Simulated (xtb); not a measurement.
H10Si5, charge -1, quartet, at a GFN2-xTB geometry of the parent state (a state made from the parent by changing its charge; the spin is typed, not shown lowest); GFN0-xTB (xtb 6.7.1).

Here is a job for xtb.
```
$ xtb mol.xyz --gfn 0 --chrg -1 --uhf 3 --json

# file mol.xyz
15

Si     0.95754715     1.34339082     1.09853405
Si     1.79918819    -0.67510847     0.37619988
Si     0.23339394    -1.65177294    -0.99528035
Si    -1.65561408    -0.34099255    -0.98845436
Si    -1.33965070     1.36082810     0.53090053
H      0.88350021     1.29925864     2.60848582
H      2.15431530     2.28843441     1.11151679
H      2.32152697    -1.68543339     1.33702343
H      3.05469619    -0.46060123    -0.39061996
H     -0.05401588    -3.05462723    -0.61303891
H      0.75209162    -1.88578642    -2.36382099
H     -2.82429245    -1.17000945    -0.59190902
H     -2.07472770    -0.06121157    -2.38946918
H     -1.44463035     2.67196513    -0.21561395
H     -2.69656681     1.54918175     1.20084944
```

The log (banner, timings and long lists left out):

```
   ID    Z sym.   atoms
    1   14 Si     1-5
    2    1 H      6-15

           -------------------------------------------------
          |                Calculation Setup                |
           -------------------------------------------------

           -------------------------------------------------
          |                 G F N 0 - x T B                 |
           -------------------------------------------------

          ...................................................
          :                      SETUP                      :
          :.................................................:
          :  # basis functions                  70          :
          :  # atomic orbitals                  65          :
          :  # shells                           35          :
          :  # electrons                        31          :
          :  electronic temp.          300.0000000     K    :
          :  accuracy                    1.0000000          :
          :  -> integral cutoff          0.2500000E+02      :
          :  -> integral neglect         0.1000000E-07      :
          ...................................................

         :::::::::::::::::::::::::::::::::::::::::::::::::::::
         ::                     SUMMARY                     ::
         :::::::::::::::::::::::::::::::::::::::::::::::::::::
         :: total energy             -15.910509497721 Eh    ::
         :: gradient norm              0.027842100415 Eh/a0 ::
         :: HOMO-LUMO gap              0.087333073699 eV    ::
         ::.................................................::
         :: H0 energy                -14.858430860493 Eh    ::
         :: repulsion energy           0.148877627638 Eh    ::
         :: electrostat energy        -1.194547556245 Eh    ::
         :: -> Gsolv                   0.000000000000 Eh    ::
         ::    -> Gsasa                0.000000000000 Eh    ::
         ::    -> Gshift               0.000000000000 Eh    ::
         :: dispersion energy         -0.006408708620 Eh    ::
         :: short-range corr.          0.000000000000 Eh    ::
         :: add. restraining           0.000000000000 Eh    ::
         :: total charge              -1.000000000000 e     ::
         :::::::::::::::::::::::::::::::::::::::::::::::::::::

           -------------------------------------------------
          |                Property Printout                |
[...]
    12   1 H        0.911    -0.211    11.653     5.340
    13   1 H        0.910    -0.211    11.694     5.349
    14   1 H        0.901    -0.214    11.964     5.412
    15   1 H        0.894    -0.208    11.438     5.292

 Mol. C6AA /au·bohr⁶  :       8953.187414
 Mol. C8AA /au·bohr⁸  :     398221.094135
 Mol. α(0) /au        :        165.724651

Wiberg/Mayer (AO) data.
largest (>0.10) Wiberg bond orders for each atom

 ---------------------------------------------------------------------------
     #   Z sym  total        # sym  WBO       # sym  WBO       # sym  WBO
 ---------------------------------------------------------------------------
     1  14 Si   3.900 --     5 Si   0.926     2 Si   0.910     7 H    0.821
                             6 H    0.815     4 Si   0.140     3 Si   0.133
     2  14 Si   3.983 --     3 Si   0.943     1 Si   0.910     8 H    0.831
                             9 H    0.821     4 Si   0.167     5 Si   0.140
     3  14 Si   3.975 --     4 Si   0.943     2 Si   0.943    11 H    0.827
                            10 H    0.827     5 Si   0.133     1 Si   0.133
     4  14 Si   3.983 --     3 Si   0.943     5 Si   0.910    13 H    0.831
                            12 H    0.821     2 Si   0.167     1 Si   0.140
     5  14 Si   3.900 --     1 Si   0.926     4 Si   0.910    15 H    0.821
                            14 H    0.815     2 Si   0.140     3 Si   0.133
     6   1 H    0.908 --     1 Si   0.815
     7   1 H    0.906 --     1 Si   0.821
     8   1 H    0.913 --     2 Si   0.831
     9   1 H    0.911 --     2 Si   0.821
    10   1 H    0.912 --     3 Si   0.827
    11   1 H    0.912 --     3 Si   0.827
    12   1 H    0.911 --     4 Si   0.821
    13   1 H    0.913 --     4 Si   0.831
    14   1 H    0.908 --     5 Si   0.815
    15   1 H    0.906 --     5 Si   0.821
 ---------------------------------------------------------------------------

Topologies differ in total number of bonds
Writing topology from bond orders to xtbtopo.mol

 dipole moment from electron density (au)
     X       Y       Z
   0.0302  -0.2136  -0.1287  total (Debye):    0.638

           -------------------------------------------------
          | TOTAL ENERGY              -15.910509497721 Eh   |
          | GRADIENT NORM               0.027842100415 Eh/α |
          | HOMO-LUMO GAP               0.087333073699 eV   |
           -------------------------------------------------

normal termination of xtb
```
